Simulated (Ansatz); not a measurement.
An input meant for PbF4 (charge 0, singlet; atoms displaced at random, 0.08 Å in each coordinate).

```yaml
crystal:
  periodic: [false, false, false]
  atoms:
    - {symbol: Pb, position_ang: [0.117472, -0.019093, -0.019015]}
    - {symbol: F, position_ang: [0.016388, -0.088167, 2.083159]}
    - {symbol: F, position_ang: [1.809729, -0.000228, -0.740367]}
    - {symbol: F, position_ang: [-0.984235, 1.695089, -0.621998]}
    - {symbol: F, position_ang: [-1.006070, -1.607571, -0.717630]}
basis:
  gaussian: {orbitals: def2-TZVP}
hamiltonian: {xc: {name: HSE06}, dispersion: d3bjatm}
scf: {max_iter: 3}
```

```sh
$ ansatz run in.yaml --threads 2 --pin off --events-out ev --progress --plain --max-ram 4352MiB
```

Shortened log:

```
Error: invalid value for `basis.gaussian`: such a run doesn't read scf.max_iter; remove what it names
```

In this input the input holds a key that doesn't belong there. The input was rejected before any iteration.
